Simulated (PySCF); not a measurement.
## Au2Se, singlet: molecular constants

Level of theory: B3LYP/[Se def2-TZVP, Au def2-TZVP with ECP60], scalar-relativistic core potentials, density fitting, no spin–orbit coupling, PySCF.

The structure is a minimum.

```xyz
3
charge 0 multiplicity 1, angstrom
Se   -1.3719    0.0000    0.0000
Au    0.2768   -1.7176    0.0000
Au    0.2768    1.7176    0.0000
```

* Point group: C2v
* Bond lengths: Se–Au 2.381 Å (×2)
* Bond angles: Au–Se–Au 92.3°
* Principal quadrupole moments (Buckingham, traceless) about the centre of mass: -8.69, -1.18, 9.87 D Å
* Atomisation energy without zero-point energy: 429 kJ/mol
* Lowest empty level: -3.45 eV
* Heat capacity Cp at 298.15 K: 56.6 J/(mol K)
* Principal polarisabilities: 68.8, 88.6, 138.4 bohr³
* Enthalpy at 298.15 K above 0 K: 14.91 kJ/mol
* Dipole moment: 2.37 D
* Highest occupied level: -6.07 eV
* Rotational symmetry number: 2
* Entropy at 298.15 K and 1 bar: 348.6 J/(mol K)
* Zero-point energy: 2.9 kJ/mol
* Rotational constants: 0.09334, 0.01451, 0.01255 cm⁻¹

Harmonic modes (masses in u: Se 79.917, Au 196.967):
```tsv
symmetry	ω (cm⁻¹)	IR (km/mol)	μ (u)
a1	33	0.3	165.70
b2	227	0.1	95.90
a1	232	0.6	97.08
```

In C2v the vibrations span 2a1 + b2. Here b1 is antisymmetric to the molecular plane and b2 lies in it.

Charges (e):
```csv
atom,Mulliken,Löwdin,polar tensor,Mayer order to Se1
Se1,-0.37,0.02,-0.22,–
"Au2,3",0.18,-0.01,0.11,1.16
```

Mulliken populations on Se1: s 7.96, p 16.30, d 10.10, f 0.02.

Outer orbital energies (eV). occupied: -8.95, -8.66, -8.66, -8.50, -8.48, -7.44, -7.15, -6.07; empty: -3.45, -3.25, -0.63, -0.09.

Other isomers or separated fragments may lie lower. No spin–orbit coupling is included, which matters more the heavier the element.

The final relaxation and frequency run took 2.2 min on 4 threads of a shared Intel Xeon @ 2.50GHz (Skylake/Cascade Lake) host, with 128 basis functions and 14 gradients; the process peaked at 1.1 GiB. Launch command: `OMP_NUM_THREADS=4 python axn.py task.json out`.
